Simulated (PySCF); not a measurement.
Input file for PySCF: R-M06-2X/6-31G* on CH4N2O (a complex), monomers drawn apart or pushed together.

```python
from pyscf import gto, scf, dft, mp
from pyscf.data.elements import chemcore

mol = gto.M(
    atom='''
    N     0.32021269    0.45340835   -0.17874948
    N    -0.02607307    0.68265078    0.82942213
    C     0.22563428   -0.28897035    4.08493115
    O    -1.02286993    0.19217692    3.61272659
    H     0.70955307   -0.95973267    3.36551373
    H     0.02601343   -0.85217190    4.99571255
    H     0.91846180    0.52487535    4.32766464
    H    -0.87224729    0.67196026    2.79238469
    ''',
    basis='6-31g*',
    cart=True,
    charge=0, spin=0, verbose=3, max_memory=1800)
mf = dft.RKS(mol, xc='m062x')
mf.conv_tol = 1e-8
mf.max_cycle = 100
mf.kernel()
if not mf.converged:
    mf = mf.newton().run(mf.mo_coeff, mf.mo_occ)
```

The log:

```
converged SCF energy = -225.144489379178
```

The run converged.

Cost: about 6 core-seconds (a rough figure).
